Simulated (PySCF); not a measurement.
**Exercise with solution: oscillator strength and radiative lifetime**

C2H6GeO2, SMILES C=C[O][GeH2][OH].

Geometry: r2SCAN-D4/def2-SVP. This is a generated structure with no PubChem entry under its InChIKey; it may be hypothetical. The values are those of a single conformer.

TDA-M06-2X/def2-SVPD run with PySCF puts the first singlet state with f over 0.02 at 6.56 eV (vertical), with the transition dipole (-0.610, 0.060, -0.100) in atomic units.

Problem. Find the oscillator strength, the wavelength and the radiative lifetime that this transition would have in vacuum if emission retraced absorption.

Solution. 
|μ|² = 0.3857 au, so |μ| = 1.58 D. ΔE = 6.56/27.211 = 0.2411 hartree. f = (2/3) ΔE |μ|² = 0.062 (the program prints 0.062).
λ = 1239.84/6.56 = 189 nm; ν = 52910 cm⁻¹.
Einstein's coefficient A = 0.6670 ν² f s⁻¹ (ν in cm⁻¹) = 1.2e8 s⁻¹, so τ = 1/A = 8.6 ns. This state is S2; the lower singlet has f = 0.020. The figure is the radiative limit of this one transition; relaxation, internal conversion, crossing to triplets and a medium change what is measured.
